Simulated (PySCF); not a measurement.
Removal energies of Cs²⁷⁺ from EOM-IP-GCCSD

Reference: closed-shell Cs²⁷⁺, [Ar] 3d10; one electron is removed. Calculated with PySCF 2.14, two-component X2C-1e with screened spin-orbit coupling, an even-tempered Gaussian basis (19 s from 1.3 bohr⁻², ratio 2.6; 15 p from 1.7 bohr⁻², ratio 2.6; 10 d from 1.7 bohr⁻², ratio 2.6; 6 f from 1.8 bohr⁻², ratio 2.8); frozen [Ar]; the 100 highest virtual spinors dropped; of the others 70 kept and the rest restored at second order. No Breit or QED terms. Binding energies in eV.

```tsv
level	Koopmans	second order	EOM-CCSD
3d3/2	1613.0	1612.0	1612.2
3d5/2	1597.5	1596.7	1596.8
```

For comparison, the ionisation energy of Cs²⁷⁺ is 1592 ± 4 eV (theoretical estimate listed by NIST; NIST Atomic Spectra Database, ionization energies).
